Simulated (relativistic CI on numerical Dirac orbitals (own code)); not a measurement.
**Lu⁵⁰⁺: sensitivity of the levels to the model**

Base calculation: Dirac-Coulomb-Breit CI, KLI orbitals optimised for each configuration, a model potential for QED, unscaled Slater integrals.

CI space (outside the closed core [Ne]): 3s²3p⁶3d³, 3s²3p⁵3d⁴, 3s3p⁶3d⁴, 3s²3p⁶3d²4s, 3s²3p⁶3d²4p, 3s²3p⁶3d²4d, 3s²3p⁵3d³4s, 3s²3p⁶3d²4f, 3s²3p⁵3d³4p, 3s3p⁶3d³4s, 3p⁶3d⁴4p, 3s3p⁶3d³4p, 3s²3p⁶3d4s4p, 3s²3p⁶3d²5s, 3s3p⁶3d³4d, 3s²3p⁶3d²5p, 3s²3p⁶3d4p4d, 3s²3p⁶3d²5f, 3s3p⁶3d²4s4p, 3p⁶3d⁵, 3p⁵3d⁶, 3p⁵3d⁵4s, 3p⁶3d⁴4s, 3p⁵3d⁴4s², 3s²3p⁶3d4s², 3s²3p⁶4s²4p, 3s²3p⁶4s²4d, 3s²3p⁶3d4p², 3s²3p⁶4s4p², 3s²3p⁶4p³, 3s²3p⁶4p²4d, 3s²3p⁵3d4s4p². Double excitations out of closed p, d and f shells are left out; levels of such configurations are missing from the list, as are those of other unlisted configurations, and high levels can miss mixing partners. These lack a partner that the ground configuration has and come out too high: 3s²3p⁵3d³4p.

Variants: (1) P86 correlation estimate; (2) Breit term removed; (3) one mean potential for all configurations. Shifts of the energy above 3s²3p⁶3d³ ⁴F3/2, in cm⁻¹, for the lowest level and the first level of each name with at least 55 % of one term (blank where a level changes its place among those of its configuration and J or its character, or is not in the variant):

```
           Level     Base  Δ(1)    Δ(2)  Δ(3)
 3s²3p⁶3d³ ⁴F3/2        0     0       0     0
 3s²3p⁶3d³ ⁴F5/2   421448     0  +13244   +89
 3s²3p⁶3d³ ⁴P1/2   515838    +1  +12755   +70
 3s²3p⁶3d³ ⁴F7/2   914194    -1  +27648  +169
 3s²3p⁶3d³ ²P1/2  1015844    +1  +24280  +148
3s²3p⁶3d³ ²H11/2  1024337    -2  +39833  +164
 3s²3p⁶3d³ ²F7/2  1101902    +1  +31050  +140
 3s²3p⁶3d³ ²D3/2  1259202    +1  +21453  +123
```

At this charge energies of transitions that change n are usually good to better than 1 %, and those within a shell (Δn = 0) to a few per cent.

Ionisation energy from the two ground configurations alone: base 4532.02 eV; P86 correlation estimate 4533.95 eV; Breit term removed 4536.07 eV. The NIST ASD value (theoretical) is 4532 eV.

LS names give the leading component of a level, which can be under half, so a name can repeat, a term be missing and a line seem to break the LS rules.
